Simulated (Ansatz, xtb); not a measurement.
Worked example: IBr + SiH3(SnH3) → SiH3I + SnH3Br

Species: IBr (iodine monobromide), singlet; SiH3(SnH3), singlet; SiH3I `[SiH3]I`, singlet; SnH3Br `[Br][SnH3]`, singlet. The partners trade Br for SiH3: I–Br and Sn–SiH3 bonds give way to I–SiH3 and Sn–Br.

Shapes, held fixed at every level: PBE0-D4/def2-TZVP. Programs: Ansatz 0.2.0, xtb 6.7.1, xtb 6.7.1 later snapshot. The zero-point and thermal change to 298 K, harmonic and unscaled (PBE0-D4/def2-TZVP), is +1.5 kJ/mol.

At CCSD(T)/def2-TZVPP; 1 Eh = 2625.50 kJ/mol:

```
   species   energy (Eh)
       IBr  -2869.846064
SiH3(SnH3)   -506.285385
     SiH3I   -588.021398
    SnH3Br  -2788.186363
```

Q: Work out ΔH(298 K) of the reaction at this level.

A: 
1. Products less reactants: (-588.021398) + (-2788.186363) − [(-2869.846064) + (-506.285385)] = -0.076312 Eh = -200.4 kJ/mol.
2. With the thermal change: -200.4 + (+1.5) = -198.9 kJ/mol.

Other levels give -225.5 (HF/def2-TZVPP) to -185.8 kJ/mol (B3LYP-D4/def2-TZVPP). No measured value is set beside it here. For atoms past krypton def2 sets carry core potentials with scalar relativity. Relativity is left out for Br unless named. Correlated rows may include outer-core shells of Br, I, Sn, which these sets cover unevenly.
